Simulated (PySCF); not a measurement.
**Stretching CaF**

Set-up: Ca aug-pcseg-1, F aug-pcseg-1; no relativity (PySCF 2.14). Energies in eV from Ca + F in their ground configurations at the same level. All curves are PBE0. state 1: ²Σ⁺ (doublet), unpaired electrons σ ↑; state 2: quartet, unpaired electrons σ ↑, π ↑↑, a second solution, started from another occupation.

```csv
R (Å),state 1,state 2
1.687,-4.791,5.2252
1.766,-5.340,4.1499
1.844,-5.644,3.3735
1.903,-5.751,2.9405
1.962,-5.782,2.6053
2.021,-5.753,2.3477
2.099,-5.647,2.0971
2.197,-5.443,1.8901
2.315,-5.138,1.7440
2.472,-4.691,1.6459
```

Put a parabola through the three lowest points of the state 1 curve and estimate Re, k and ωe (reduced mass 12.88 u; 1 eV/Å² = 0.16022 mdyn/Å; ωe = 1302.8·√(k/μ) cm⁻¹).

Through R = 1.903, 1.962, 2.021 Å the second-order coefficient is 8.62 eV/Å², so Re ≈ 1.963 Å, k ≈ 2.76 mdyn/Å and ωe ≈ 603 cm⁻¹. A polynomial fit of higher order to the unrounded PBE0 energies gives Re = 1.960 Å, k = 2.74 mdyn/Å, ωe = 601 cm⁻¹; anharmonicity and rounding make the difference.

The higher-order fit for each curve: state 1: Re = 1.960 Å, ωe = 601 cm⁻¹, De = 5.78 eV. State 2 gave no clean fit.

The state is the lowest determinant that a PBE0 search found; another state may lie lower at other levels.
